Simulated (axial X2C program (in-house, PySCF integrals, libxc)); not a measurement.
**Ionising CaB**

Calculated with an axial X2C code built on PySCF integrals, spin-free (one-electron X2C) or two-component (2c: spin–orbit coupling with atomic mean-field Coulomb and Gaunt terms, which also bring small scalar terms), in Dyall basis sets with cores contracted in-house; open shells are unrestricted.

Basis sets: B dyall-v3z, Ca dyall-cv3z. Frozen shells (counts by l): CaB Ca 2s1p, B 1s, 13 electrons correlated; CaB⁺ Ca 2s1p, B 1s, 12 electrons correlated. Coupled cluster in natural virtuals with an MP2 remainder. Where the outer core of a metal is frozen, bonds come out longer and ionisation energies lower.

```json
{"Hamiltonian": "spin-free", "level": "PBE0", "CaB state": "M_S = 3/2, Λ = 0", "Re (Å)": "2.308", "ωe (cm⁻¹)": "489.8", "De (eV)": "n/a"}
{"Hamiltonian": "spin-free", "level": "CCSD", "CaB state": "M_S = 3/2, Λ = 0", "Re (Å)": "2.369", "ωe (cm⁻¹)": "459.3", "De (eV)": "n/a"}
{"Hamiltonian": "spin-free", "level": "CCSD(T)", "CaB state": "M_S = 3/2, Λ = 0", "Re (Å)": "2.363", "ωe (cm⁻¹)": "461.3", "De (eV)": "n/a"}
{"Hamiltonian": "2c", "level": "PBE0", "CaB state": "Ω = 3/2", "Re (Å)": "2.308", "ωe (cm⁻¹)": "489.8", "De (eV)": "n/a"}
```

Adiabatic ionisation energy (minimum to minimum, no zero-point term) and constants of CaB⁺:

```csv
Hamiltonian,level,CaB⁺ state,IE (eV),Re (Å),ωe (cm⁻¹),De (eV),fragments
spin-free,PBE0,"M_S = 1, Λ = 1",5.79,2.444,448.7,1.27,Ca+ + B
spin-free,CCSD,"M_S = 1, Λ = 1",5.64,2.480,414.3,0.68,Ca+ + B
spin-free,CCSD(T),"M_S = 1, Λ = 1",5.67,2.483,407.1,0.74,Ca+ + B
2c,PBE0,Ω = 2,5.79,2.444,448.7,1.27,Ca+ + B
```

Question: Add the zero-point terms to the ionisation energy at PBE0, 2c, and say whether the electron removed was bonding.

Answer: IE0 = IE + (ωe⁺ − ωe)/2 = 5.79 + (-0.003) = 5.79 eV. Re changes by 0.136 Å, so the bond lengthens, as on loss of a bonding electron.

Each entry is the lowest single determinant of a limited PBE0 search at one distance. De goes to single-determinant-based atoms at the same level (for ions the charge split of lowest energy) and is withheld (n/a) where an atom does not fit its ground term or J level. Main or longest-lived isotopes. One determinant is a doubtful description, or other states lie close, for CaB, CaB⁺; these need not be ground states, and all values refer to the states named. Some open-shell Ω = 0 determinants are out of reach, so the Ω given for CaB⁺ need not be the lowest component. With several unpaired electrons the Ω given is that of one determinant, not necessarily of the lowest component. Some light 2c atoms are not at their ground J level, so De misses part of their lowering (0.04 eV or less). The functionals have no current term, which raises determinants with orbital currents.
